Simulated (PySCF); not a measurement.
Assigning NMR signals

Atom-mapped SMILES (the numbers label the heavy atoms): `[CH3:1][NH:2][Si@@H:3]1[O:4][CH2:5][CH2:6][C@H:7]([O:8][CH3:9])[O:10]1`; H(Xn) means a hydrogen on atom n. Ha(C5), Ha(C6) are cis to N2 on the ring; Hb(C5), Hb(C6) are trans to N2 on the ring.

Calculated, not measured (PySCF 2.14.0 with density-fitted response routines): geometry from GFN2-xTB, shieldings: GIAO PBE0/pcSseg-1. Single conformer, non-relativistic, equivalent nuclei averaged, isolated molecule.

Referencing at the same level of theory: ¹³C (186.93 ppm) and ¹H (31.72 ppm) vs TMS.

Task: Assign these signals to the numbered atoms. ¹³C{¹H} NMR (computed): δ 99.1 (CH), 61.0 (CH2), 56.7 (CH3), 40.5 (CH2), 27.7 (CH3).

Result: 
```tsv
δ (ppm)	atoms	environment	reason
99.1	C7	sp3 carbon bearing two oxygens	2 electronegative neighbours deshield it
61.0	C5	sp3 CH2 bonded to O	deshielded by the electronegative neighbour
56.7	C9	methyl carbon bonded to O	pulled downfield by the heteroatom
40.5	C6	sp3 CH2 in a ring	saturated and bonded to C and H only
27.7	C1	methyl carbon bonded to N	the inductive effect lowers its shielding
```

Task: Assign these signals to the numbered atoms. ¹H NMR (600 MHz, computed): δ 5.24 (m, 1H), 4.87 (m, 1H), 4.83 (s, 1H), 4.11 (m, 1H), 3.76 (s, 3H), 2.71 (s, 3H), 1.99 (m, 1H), 1.65 (m, 1H), 0.50 (br s, 1H).

Result: 
```tsv
δ (ppm)	atoms	environment	reason
5.24	H(C7)	hydrogen on an sp3 carbon bearing two oxygens	its carbon carries O, which withdraws density
4.87	Ha(C5)	hydrogen on an sp3 CH2 bonded to O	its carbon carries O, hence the downfield position
4.83	H(Si3)	hydrogen on a silicon bonded to N, 2 O, in a 6-membered ring	–
4.11	Hb(C5)	hydrogen on an sp3 CH2 bonded to O	its carbon carries O, which withdraws density
3.76	H(C9)	hydrogen on a methyl carbon bonded to O	its carbon carries O, hence the downfield position
2.71	H(C1)	hydrogen on a methyl carbon bonded to N	its carbon carries N, hence the downfield position
1.99	Hb(C6)	hydrogen on an sp3 CH2 in a ring	–
1.65	Ha(C6)	hydrogen on an sp3 CH2 in a ring	–
0.50	H(N2)	hydrogen on a nitrogen bonded to C, Si	exchangeable; this is the value without hydrogen bonding to other molecules
```

Ha(C5) and H(Si3) lie closer than the usual error of such a calculation, so a measured spectrum could show them in the other order.

OH and NH positions are those of a molecule without intermolecular hydrogen bonds; in solution they move with solvent, concentration and temperature, and exchange usually removes their couplings. Shifts are as computed. Against solution values, carbons near 30 ppm lie about +3 ppm off and those near 130 ppm about +5 ppm. Of 1211 compounds with measured shifts, 218 miss one by over three times the rms of a fit or turn the order of signals round; such compounds aren't used in these exercises. No couplings were computed; multiplicities are counted from neighbouring protons, with m where these are inequivalent, close in shift, in a saturated or five-membered ring or joined by F or P, and br s for small geminal =CH2 splittings.
